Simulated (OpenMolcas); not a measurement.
**CH3F2Si (SMILES C[Si](F)F): the vertical electron affinity, rung by rung**

CH3F2Si has 7 atoms, charge 0, and is taken as a doublet. SMILES: `C[Si](F)F`. The coordinates come from a PBE0-D4/def2-TZVP relaxation.

Each level gives the vertical electron affinity (to the singlet anion) (eV). The values are calculated.

The electron affinity is E(neutral) − E(anion): positive where the electron is bound.

```json
{"level": "UHF/6-311+G**", "kind": "Hartree–Fock", "program": "OpenMolcas", "value (eV)": "-0.12", "CPU time (all runs)": "37 s"}
{"level": "USVWN5/6-311+G**", "kind": "LDA", "program": "OpenMolcas", "value (eV)": "1.17", "CPU time (all runs)": "73 s"}
{"level": "U-revPBE/6-311+G**", "kind": "GGA", "program": "OpenMolcas", "value (eV)": "0.89", "CPU time (all runs)": "97 s"}
{"level": "UBLYP/6-311+G**", "kind": "GGA", "program": "OpenMolcas", "value (eV)": "0.95", "CPU time (all runs)": "97 s"}
{"level": "UPBE/6-311+G**", "kind": "GGA", "program": "OpenMolcas", "value (eV)": "0.96", "CPU time (all runs)": "98 s"}
{"level": "UB3LYP/6-311+G**", "kind": "global hybrid", "program": "OpenMolcas", "value (eV)": "1.05", "CPU time (all runs)": "1.7 min"}
{"level": "UBHLYP/6-311+G**", "kind": "global hybrid", "program": "OpenMolcas", "value (eV)": "0.86", "CPU time (all runs)": "93 s"}
{"level": "UPBE0/6-311+G**", "kind": "global hybrid", "program": "OpenMolcas", "value (eV)": "0.89", "CPU time (all runs)": "94 s"}
```

Where it was recorded, the anion's HOMO is positive in USVWN5/6-311+G**, U-revPBE/6-311+G**, UBLYP/6-311+G**, UPBE/6-311+G**, UB3LYP/6-311+G**, UBHLYP/6-311+G**, UPBE0/6-311+G**: a fault of the level (basis or self-interaction), which says nothing on whether the real anion is bound. The values span -0.12 to 1.17 eV. Times are those of the runs behind each value, whatever else they computed, on shared processors of several kinds: orders of magnitude only.
